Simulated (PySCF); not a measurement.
## Fractional electron number in Kr²⁺ (krypton, charge +2)

The 4p beta orbital of [Ar] 3d10 4s2 4p4 is emptied in steps (occupation f), with all orbitals relaxed, ending at [Ar] 3d10 4s2 4p3. Calculation: PySCF 2.14, in def2-TZVP; no relativity, point nucleus. The exact energy is a straight line in f; departures are measured from the line between the end points of the same method.

```csv
f,UHF (eV),LDA (eV),PBE (eV),PBE0 (eV),r2SCAN (eV),LC-wPBE (eV),BHandHLYP (eV),wB97X (eV),MN15 (eV),M06-2X (eV)
1,0.000,0.000,0.000,0.000,0.000,0.000,0.000,0.000,0.000,0.000
0.75,0.149,-1.093,-1.055,-0.758,-0.983,-0.209,-0.491,-0.317,-0.575,-0.448
0.5,0.194,-1.457,-1.401,-1.004,-1.287,-0.273,-0.659,-0.435,-0.757,-0.576
0.25,0.143,-1.091,-1.045,-0.748,-0.939,-0.200,-0.499,-0.341,-0.562,-0.400
0,0.000,0.000,0.000,0.000,0.000,0.000,0.000,0.000,0.000,0.000
```

Q: For BHandHLYP, how does the orbital energy at f = 1 compare with the removal energy?

A: −ε = 32.905 eV against a total-energy difference of 35.512 eV. By Janak's theorem ε = ∂E/∂f, so the gap between them reflects the curvature. Along the path −ε is 34.192 (f = 0.75), 35.492 (f = 0.5), 36.820 (f = 0.25) eV.

| method | E(f=0) − E(f=1) (eV) | −ε at f=1 (eV) | −ε at f=0.5 (eV) |
| --- | --- | --- | --- |
| UHF | 34.301 | 35.110 | 34.285 |
| LDA | 35.787 | 29.961 | 35.793 |
| PBE | 35.490 | 29.852 | 35.516 |
| PBE0 | 35.510 | 31.453 | 35.537 |
| r2SCAN | 35.594 | 30.293 | 35.706 |
| LC-wPBE | 35.687 | 34.553 | 35.711 |
| BHandHLYP | 35.512 | 32.905 | 35.492 |
| wB97X | 35.647 | 33.994 | 35.584 |
| MN15 | 35.470 | 32.362 | 35.509 |
| M06-2X | 35.333 | 32.897 | 35.455 |

Reference removal energy between the ground levels: 35.838 ± 0.02 eV (measured; NIST Atomic Spectra Database, ionization energies). The calculation has no spin-orbit coupling. UHF lacks correlation.
